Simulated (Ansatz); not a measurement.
# Molecular dynamics of ClFH₄Sn

input.yaml

```yaml
crystal:
  periodic: [false, false, false]
  atoms:
    - { symbol: Sn, position_ang: [-0.733082, -0.083655, -0.166448] }
    - { symbol: F, position_ang: [1.2483, -1.023604, -0.024416] }
    - { symbol: H, position_ang: [-1.223244, -1.662945, -0.692883] }
    - { symbol: H, position_ang: [-1.442842, 0.258399, 1.360927] }
    - { symbol: H, position_ang: [-0.895283, 1.027471, -1.467766] }
    - { symbol: H, position_ang: [1.648876, -0.019202, 0.319824] }
    - { symbol: Cl, position_ang: [1.397176, 1.503536, 0.670662] }
basis:
  gaussian: { orbitals: def2-SVP }
hamiltonian:
  xc: pbe
  dispersion: d4
md:
  timestep: 0.5
  n_steps: 200
  ensemble: nve
  temperature: 100.0
  initial_velocities: maxwell_boltzmann
  seed: 2913
```

Command:

```bash
$ ansatz run input.yaml --threads 2 --pin off --max-ram 3072MiB --backend cpu --events-out ev --progress --plain --runs-dir out
```

It starts at the highest image of a converged band, a first-order saddle point between two minima.

Output, in part (step lines, the closing report, with atoms numbered from 0):

```
md step     0: t =     0.00 fs  T =   100.0 K  F+E_penalty+E_count = -21121.93468922 eV  E_kin = 0.064630 eV  conserved = -21121.87005922 eV  (24 SCF iters)
md step     1: t =     0.50 fs  T =    99.3 K  F+E_penalty+E_count = -21121.93425300 eV  E_kin = 0.064196 eV  conserved = -21121.87005742 eV  (27 SCF iters)
md step     2: t =     1.00 fs  T =    97.4 K  F+E_penalty+E_count = -21121.93298549 eV  E_kin = 0.062933 eV  conserved = -21121.87005225 eV  (27 SCF iters)
md step     3: t =     1.50 fs  T =    94.3 K  F+E_penalty+E_count = -21121.93096804 eV  E_kin = 0.060924 eV  conserved = -21121.87004441 eV  (27 SCF iters)
md step     4: t =     2.00 fs  T =    90.2 K  F+E_penalty+E_count = -21121.92832450 eV  E_kin = 0.058290 eV  conserved = -21121.87003468 eV  (27 SCF iters)
md step     5: t =     2.50 fs  T =    85.4 K  F+E_penalty+E_count = -21121.92520891 eV  E_kin = 0.055185 eV  conserved = -21121.87002400 eV  (27 SCF iters)
md step     6: t =     3.00 fs  T =    80.1 K  F+E_penalty+E_count = -21121.92179059 eV  E_kin = 0.051777 eV  conserved = -21121.87001337 eV  (27 SCF iters)
md step     7: t =     3.50 fs  T =    74.6 K  F+E_penalty+E_count = -21121.91823823 eV  E_kin = 0.048235 eV  conserved = -21121.87000373 eV  (27 SCF iters)
[... lines left out ...]
Total energy: -21122.23067833 eV, -776.2276602665 hartree
Atom 0 at    -0.728055     0.031504    -0.136814 Å, force    -1.009706    -0.110460    -0.632020 eV/Å
Atom 1 at     1.736586    -1.421964     0.011162 Å, force     0.395819    -0.072938     0.292941 eV/Å
Atom 2 at    -0.419498    -1.426132    -0.969565 Å, force    -0.026000    -0.046451    -0.013251 eV/Å
Atom 3 at    -1.599721    -0.146169     1.333143 Å, force    -0.027400    -0.049504     0.030302 eV/Å
Atom 4 at    -1.480869     1.106765    -1.292168 Å, force     0.018091    -0.049591     0.258872 eV/Å
Atom 5 at     2.010472    -0.600853     0.406518 Å, force    -0.057296    -0.038650    -0.151381 eV/Å
Atom 6 at     1.106634     1.350450     0.553561 Å, force     0.706491     0.367596     0.214537 eV/Å
Dipole moment:    -0.258412    -0.042610     0.008240 e Å
```

The steps, from the saved trajectory:

| time (fs) | T (K) | potential energy less start (eV) | conserved less start (meV/atom) |
| --- | --- | --- | --- |
| 0.0 | 100 | 0.000 | 0.00 |
| 3.0 | 80 | 0.013 | 0.01 |
| 6.0 | 51 | 0.032 | 0.01 |
| 9.0 | 33 | 0.043 | 0.01 |
| 12.0 | 22 | 0.050 | 0.01 |
| 15.0 | 38 | 0.040 | 0.01 |
| 18.0 | 70 | 0.019 | 0.00 |
| 21.0 | 83 | 0.011 | 0.01 |
| 24.0 | 91 | 0.006 | 0.01 |
| 27.0 | 91 | 0.006 | 0.00 |
| 30.0 | 74 | 0.017 | 0.01 |
| 33.0 | 67 | 0.021 | 0.01 |
| 36.0 | 77 | 0.015 | 0.01 |
| 39.0 | 86 | 0.009 | 0.01 |
| 42.0 | 108 | -0.005 | 0.01 |
| 45.0 | 133 | -0.021 | 0.01 |
| 48.0 | 144 | -0.028 | 0.01 |
| 51.0 | 158 | -0.037 | 0.01 |
| 54.0 | 177 | -0.050 | 0.01 |
| 57.0 | 186 | -0.056 | 0.01 |
| 60.0 | 204 | -0.067 | 0.01 |
| 63.0 | 228 | -0.083 | 0.01 |
| 66.0 | 248 | -0.095 | 0.01 |
| 69.0 | 278 | -0.115 | 0.01 |
| 72.0 | 317 | -0.140 | 0.00 |
| 75.0 | 343 | -0.157 | 0.01 |
| 78.0 | 374 | -0.177 | 0.01 |
| 81.0 | 402 | -0.195 | 0.01 |
| 84.0 | 418 | -0.206 | 0.01 |
| 87.0 | 444 | -0.222 | 0.01 |
| 90.0 | 473 | -0.241 | 0.01 |
| 93.0 | 494 | -0.255 | 0.01 |
| 96.0 | 524 | -0.274 | 0.01 |
| 99.0 | 552 | -0.292 | 0.00 |

The run went to its last step. The conserved energy stayed within 0.013 meV per atom of its start (net change 0.0054 meV per atom), so the integration is sound. The system heated up, since it started high on the potential surface and ran downhill. A run of 0.1 ps of so small a system gives no equilibrium averages. The orbitals stay closed-shell, which can raise the energy where a bond breaks towards radicals; this wasn't checked here.

The step under study would form Sn1–Cl7, F2–H6 and break Sn1–F2, H6–Cl7. These pairs go: Sn1–Cl7 2.79 → 2.36 Å, F2–H6 1.13 → 0.95 Å, Sn1–F2 2.20 → 2.87 Å, H6–Cl7 1.58 → 2.16 Å. In the last frame they stand as after the step (other bonds may differ from the relaxed reactants and products). It ends as ClH3Sn + FH. Pairs count as bonded within 1.25 times the sum of covalent radii (0.12 Å more for H–H).

Last frame:

```xyz
7
Properties=species:S:1:pos:R:3
Sn -0.728 0.032 -0.137
F 1.737 -1.422 0.011
H -0.419 -1.426 -0.970
H -1.600 -0.146 1.333
H -1.481 1.107 -1.292
H 2.010 -0.601 0.406
Cl 1.107 1.350 0.554
```

Run time: 2.7 min on 2 threads of AMD EPYC 7B13 (Zen 3), on a shared host, peak memory 0.16 GiB.
